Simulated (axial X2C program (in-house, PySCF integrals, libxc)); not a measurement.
In₂⁺ along the bond: TPSSh, two-component

Computed with an in-house all-electron X2C program for linear molecules (integrals from PySCF). Two-component (2c) means X2C with spin–orbit coupling and atomic mean-field two-electron Coulomb and Gaunt terms. Basis: In dyall-cv3z [11s12p9d4f1g] (cores contracted in-house); Gaussian nuclei, density fitting, unrestricted open shells. Masses: In 114.904 u.

State: Ω = 1/2 (⟨Sz⟩ = 0.49, ⟨Lz⟩ = 0.01 at TPSSh).

Results along the bond:

| R (Å) | HOMO (eV) | LUMO (eV) |
| --- | --- | --- |
| 3.148 | -8.75 | -7.61 |
| 3.293 | -8.68 | -7.44 |
| 3.402 | -8.62 | -7.33 |
| 3.510 | -8.56 | -7.22 |
| 3.619 | -8.49 | -7.13 |
| 3.746 | -8.41 | -7.03 |
| 3.872 | -8.33 | -6.94 |
| 4.035 | -8.22 | -6.84 |
| 4.234 | -8.09 | -6.73 |
| 4.524 | -7.90 | -6.60 |

The state is one determinant whose occupation by symmetry is held fixed; it was picked as the lowest of a PBE0 search that is not exhaustive. Density functionals use the spin component along the axis (collinear).
